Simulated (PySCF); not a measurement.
Compound: C4H7N3.
Bonds: C1–N2, N2–C3, C3–C4 (aromatic), C4–N5 (aromatic), N5–N6 (aromatic), N6–C7 (aromatic), C3–C7 (aromatic). Hydrogens: H8, H9, H10 on C1; H11 on N2; H12 on C4; H13 on N6; H14 on C7.

Method: LC-wPBE/6-31G* geometry optimisation, gas phase (PySCF); density fitting, grid level 1; the optimiser is geomeTRIC in internal coordinates, started from a GFN2-xTB structure.

Step 0: E = -8724.9794 eV
```
atom  x, y, z in Å  |  force x, y, z in eV/Å
C1     -2.0178   -0.4524   -0.4618    0.195   0.191   0.152
N2     -1.1044    0.6597   -0.3397   -0.313   0.121   0.038
C3      0.2057    0.3866    0.0227    0.274  -0.249  -0.106
C4      1.1504    1.3147    0.5107    0.069  -0.626  -0.139
N5      2.3290    0.7495    0.6845    0.530   0.042   0.185
N6      2.1792   -0.5170    0.3262   -0.272   0.357  -0.003
C7      0.9137   -0.7948   -0.0816   -0.193   0.350   0.093
H8     -2.1368   -1.0233    0.4698    0.004  -0.081   0.035
H9     -2.9917   -0.0753   -0.7691   -0.115  -0.029  -0.083
H10    -1.6475   -1.1264   -1.2341   -0.062  -0.119  -0.131
H11    -1.4880    1.4435    0.1718    0.000  -0.087  -0.037
H12     1.0048    2.3533    0.7312   -0.019   0.410   0.083
H13     2.9617   -1.1488    0.3658    0.034   0.066   0.038
H14     0.6299   -1.7746   -0.4046   -0.132  -0.347  -0.125
```

Step 1: E = -8725.0015 eV
```
atom  x, y, z in Å  |  force x, y, z in eV/Å
C1     -1.9883   -0.4550   -0.4881   -0.036  -0.021  -0.099
N2     -1.1221    0.6851   -0.3164    0.056  -0.036  -0.040
C3      0.2059    0.4128    0.0101   -0.067   0.019   0.105
C4      1.1818    1.3335    0.4541   -0.010   0.133   0.070
N5      2.3489    0.7507    0.6620   -0.050   0.025   0.052
N6      2.1467   -0.5224    0.3636    0.085  -0.097  -0.074
C7      0.8732   -0.7900   -0.0312    0.038  -0.030  -0.087
H8     -1.9825   -1.1483    0.3678   -0.001   0.016   0.019
H9     -3.0118   -0.1124   -0.6574    0.013   0.002   0.021
H10    -1.6840   -1.0167   -1.3789    0.003   0.008   0.034
H11    -1.5217    1.4116    0.2587   -0.005   0.004   0.029
H12     1.0629    2.3939    0.6471    0.008  -0.050  -0.071
H13     2.9162   -1.1685    0.4358   -0.034   0.007  -0.018
H14     0.5632   -1.7796   -0.3352    0.002   0.019   0.058
```

Question: Estimate the geometry and energy of step 2. (The exact step hangs on the optimiser's Hessian estimate; all steps are aligned on step 1, rigid shifts and turns removed.)

Answer: E = -8725.0028 eV, largest force 0.154 eV/Å
```
atom  x, y, z in Å  |  force x, y, z in eV/Å
C1     -1.9919   -0.4536   -0.4942   -0.003  -0.009  -0.013
N2     -1.1209    0.6811   -0.3092    0.013  -0.004  -0.014
C3      0.2045    0.4081    0.0252   -0.038  -0.001   0.018
C4      1.1784    1.3350    0.4617    0.047  -0.124   0.041
N5      2.3459    0.7506    0.6664    0.115   0.076  -0.061
N6      2.1548   -0.5225    0.3548   -0.104   0.096   0.062
C7      0.8768   -0.7924   -0.0229   -0.008  -0.017  -0.112
H8     -1.9986   -1.1455    0.3631   -0.010  -0.003   0.003
H9     -3.0110   -0.1035   -0.6708    0.001   0.000   0.005
H10    -1.6814   -1.0166   -1.3810    0.010   0.001   0.009
H11    -1.5229    1.4062    0.2668   -0.005  -0.011   0.014
H12     1.0623    2.3977    0.6323    0.002  -0.007   0.008
H13     2.9264   -1.1661    0.4165   -0.005   0.008   0.023
H14     0.5658   -1.7837   -0.3167   -0.014  -0.006   0.017
```

The energy changes by -0.0013 eV. The first-order estimate −F·Δx gives -0.0059 eV and the mean of the old and new forces, exact on a quadratic surface, -0.0016 eV. The step makes an angle of 69° with the force vector and moves no atom by more than 0.022 Å.

The cost below is that of the whole optimisation. The run took 1.8 min of wall time on one thread of an Intel Xeon Platinum 8259CL at 2.50 GHz, no GPU (shared host), and the process peaked at 0.51 GiB of memory.
